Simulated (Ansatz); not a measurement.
A CCSD(T) single point on CH$_{3}$ClMoO$_{2}$S (`C[O][Mo](=[O])(=[S])[Cl]`).

```yaml
crystal:
  periodic: [false, false, false]
  atoms:
    - {symbol: C, position_ang: [-1.014129, 1.043670, 0.609072]}
    - {symbol: O, position_ang: [-0.000592, 0.634248, -0.279670]}
    - {symbol: Mo, position_ang: [0.945852, -0.868683, -0.712790]}
    - {symbol: O, position_ang: [1.018968, -1.018386, -2.371390]}
    - {symbol: S, position_ang: [-0.072699, -2.532968, 0.079700]}
    - {symbol: Cl, position_ang: [3.026196, -0.776567, 0.149115]}
    - {symbol: H, position_ang: [-0.580403, 1.720307, 1.349118]}
    - {symbol: H, position_ang: [-1.783811, 1.572523, 0.043322]}
    - {symbol: H, position_ang: [-1.450783, 0.179655, 1.116425]}
basis:
  gaussian: {orbitals: def2-TZVPP}
correlation: {method: ccsd_t}
output: {orbitals: {seedname: orbitals}}
```

```sh
$ ansatz run in.yaml --threads 4 --pin off --events-out ev --progress --plain --max-ram 11315MiB
```

The program prints (abridged):

```
Functional definition: HF
1713 factors; integrals over basis functions are off by at most 1.2e-3 eV
mean field evaluation 1: about -30305.4253 eV, gradient 7.3e1 eV
mean field evaluation 2: about -30305.8837 eV, gradient 7.4e1 eV
mean field evaluation 4: about -30315.9901 eV, gradient 9.2e0 eV
mean field evaluation 8: about -30316.2143 eV, gradient 1.4e0 eV
mean field evaluation 16: about -30316.2248 eV, gradient 2.1e-6 eV
mean field -30316.22480668 eV, -1114.1007125702 hartree, gradient 2.4e-6 eV, S^2 0.000000; 2 other end points of the search recorded, 0 dependent functions left out; unrestricted orbitals would lower it
13 core orbitals not correlated: weight in the atoms' cores, before any rotation towards them, 1.000 or more for the frozen orbitals, at most 0.000 for the correlated occupied ones
reference -30316.22480668 eV, -1114.1007125702 hartree; 23, 23 occupied and 239, 239 virtual orbitals, 1713 factors
second order -44.77835610 eV of doubles, -0.00000000 eV of singles
cycle   1  -39.83030125 eV  change     4.9e0 eV  update   3.8e-1
cycle   2  -42.45391886 eV  change    -2.6e0 eV  update   3.2e-1
cycle   3  -42.97655730 eV  change   -5.2e-1 eV  update   5.3e-2
cycle   4  -43.02371759 eV  change   -4.7e-2 eV  update   2.8e-2
cycle   5  -42.99428686 eV  change    2.9e-2 eV  update   8.6e-3
cycle   6  -42.99293954 eV  change    1.3e-3 eV  update   3.9e-3
cycle   7  -42.99355858 eV  change   -6.2e-4 eV  update   1.7e-3
cycle   8  -42.99225985 eV  change    1.3e-3 eV  update   1.0e-3
cycle   9  -42.99199636 eV  change    2.6e-4 eV  update   4.2e-4
cycle  10  -42.99266412 eV  change   -6.7e-4 eV  update   2.7e-4
cycle  11  -42.99283670 eV  change   -1.7e-4 eV  update   1.4e-4
cycle  12  -42.99250909 eV  change    3.3e-4 eV  update   1.0e-4
cycle  13  -42.99266467 eV  change   -1.6e-4 eV  update   4.7e-5
cycle  14  -42.99256940 eV  change    9.5e-5 eV  update   2.9e-5
cycle  15  -42.99254083 eV  change    2.9e-5 eV  update   1.2e-5
perturbative correction -2.75539373 eV, -0.1012588519 hartree
Total energy: -30361.97274124 eV, -1115.7819181563 hartree
```

Hardware: 4 threads of an Intel Xeon Platinum 8488C on a shared host. Wall time 5.3 min, peak host memory 8.5 GiB.

MP2 recovers 97.9 % of the CCSD(T) correlation energy and the triples give 6.0 %; T1 = 0.0235.
